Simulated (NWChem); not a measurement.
System: HfH2I2; SMILES [HfH2]([I])[I]

```xyz
5

Hf     0.0000     0.0000    -0.8026
I      2.3076     0.0000     0.5810
I     -2.3076     0.0000     0.5810
H      0.0000     1.4643    -1.8977
H      0.0000    -1.4643    -1.8977
```
Atoms are numbered in this order, from 1.

Structure relaxed at the PBE0/def2-SVP level. Not confirmed as a minimum by frequencies. def2 effective core potentials on I, Hf; no spin-orbit coupling.

Symmetry labels are those of C2v in the frame above (b1 and b2, or b-type labels, depend on it).

List the 4 lowest vertical singlet excitations from CAM-B3LYP/def2-SVPD with def2 effective core potentials on I, Hf, TDA (NWChem).


```tsv
state	energy (eV)	oscillator strength	symmetry	leading excitation (squared amplitude)
S1	4.41	0.001	b2	HOMO−4 → LUMO (0.94)
S2	4.74	0.001	b2	HOMO → LUMO+1 (0.89)
S3	4.81	0.003	b1	HOMO−4 → LUMO+1 (0.87)
S4	4.82	0.014	b1	HOMO → LUMO (0.76)
```
